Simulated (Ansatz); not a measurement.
Computed with Ansatz on PBE0-D4/def2-TZVP structures; ΔE is electronic, products minus reactants. CCSD(T)/CBS adds triple-zeta CCSD(T) − MP2 to the extrapolated MP2 energy (def2 sets, frozen cores). DFT in def2-TZVPP. For Se outer-core shells are correlated without core-valence functions, which leaves a few kJ/mol of doubt a bond. Scalar relativity is left out up to krypton. Each species was taken in one conformer, which may not be the lowest.

`C=C([SiH3])[SeH]` + `C[SiH](F)F` → `F[SiH](F)[SeH]` + `C=C(C)[SiH3]`  (redistribution)

| level | ΔE (kJ/mol) | difference from CCSD(T)/CBS |
| --- | --- | --- |
| r2SCAN-D4 | -44.3 | 0.9 |
| ωB97X-V | -47.0 | -1.8 |
| B2PLYP | -43.3 | 1.9 |
| PBE0 | -48.3 | -3.1 |
| HF/def2-TZVPP | -53.2 | -8.0 |
| SCS-MP2/def2-TZVPP | -40.4 | 4.8 |
| CCSD/def2-TZVPP | -43.2 | 2.0 |
| CCSD(T)/def2-TZVPP | -41.3 | 3.9 |
| MP2/def2-QZVPP | -42.1 | 3.1 |
| SCS-MP2/def2-QZVPP | -42.4 | 2.8 |
| CCSD(T)/CBS | -45.2 | 0 |

Largest T1 diagnostic among the species: 0.011.

In def2-TZVPP, CCSD(T) changes the Hartree–Fock value by +11.9 kJ/mol (the triples alone add +1.9 kJ/mol) and MP2 by +13.3 kJ/mol. From PBE to PBE0 (25 % exact exchange), in def2-TZVPP and without D4, ΔE moves by −3.1 kJ/mol.
